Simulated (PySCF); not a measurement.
C3H8MgO.

```xyz
13

Mg     1.0715    -0.1056     0.0000
C     -1.0299    -0.3894     0.0000
C     -1.7080     0.1644     1.2604
C     -1.7080     0.1644    -1.2604
H     -1.1823    -1.4888     0.0000
H     -2.8005    -0.0305     1.2558
H     -1.5927     1.2602     1.3477
H     -1.3104    -0.2764     2.1909
H     -1.3104    -0.2764    -2.1909
H     -2.8005    -0.0305    -1.2558
H     -1.5927     1.2602    -1.3477
O      2.8293     0.1191     0.0000
H      3.7719     0.2609     0.0000
```
Charge 0, spin multiplicity 1.

Geometry: r2SCAN-D4/def2-SVP. One conformer was computed; it need not be the lowest.

Level of theory: HF/pcSseg-1 run with PySCF. Non-relativistic, no solvent.

Computed absolute GIAO shielding of each atom: isotropic value and principal components (ppm):
```tsv
atom	σ(iso)	σ11	σ22	σ33	span
Mg1	537.3	447.5	454.0	710.5	262.9
C2	186.7	175.3	191.2	193.7	18.4
C3	166.3	150.2	160.7	188.1	37.8
C4	166.3	150.2	160.7	188.1	37.8
H5	31.7	27.4	30.2	37.6	10.2
H6	30.2	26.0	27.6	37.1	11.1
H7	30.6	26.5	28.7	36.5	10.0
H8	30.3	25.6	28.3	37.0	11.4
H9	30.3	25.6	28.3	37.0	11.4
H10	30.2	26.0	27.6	37.1	11.1
H11	30.6	26.5	28.7	36.5	10.0
O12	382.2	362.6	364.3	419.7	57.1
H13	31.5	22.9	22.9	48.6	25.7
```
